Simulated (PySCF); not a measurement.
# Radial density of In (indium, neutral)

UHF, [Kr] 4d10 5s2 5p1, 2P determinant. Computed with PySCF 2.14 in def2-TZVP with the def2 core potential (28 electrons), with scalar relativity through the core potential. This is the valence pseudo-density: the core potential removes the inner electrons and smooths the orbitals near the nucleus.

```csv
r (bohr),4πr²ρ (e/bohr),4πr²(ρα − ρβ)
0.00925,1.068e-05,0.0000
0.0156,2.681e-05,0.0000
0.0262,5.716e-05,0.0000
0.0440,0.0001084,0.0000
0.0740,0.0003978,0.0000
0.125,0.003711,0.0000
0.209,0.05541,-0.0001
0.352,1.161,-0.0001
0.593,13.37,0.0099
0.997,19.02,-0.0177
1.68,4.791,0.0939
2.82,1.269,0.3142
4.74,0.2790,0.1666
7.98,0.01439,0.0132
13.4,2.956e-05,0.0000
```

Energies and moments cover only the electrons outside the core potential.

Problem. Where is the radial spin density 4πr²(ρα − ρβ) most negative, and why is it negative at all?

Solution. Around r = 0.997 bohr, down to -0.0177 e/bohr: exchange with the open shell polarises the paired shells in an unrestricted calculation.
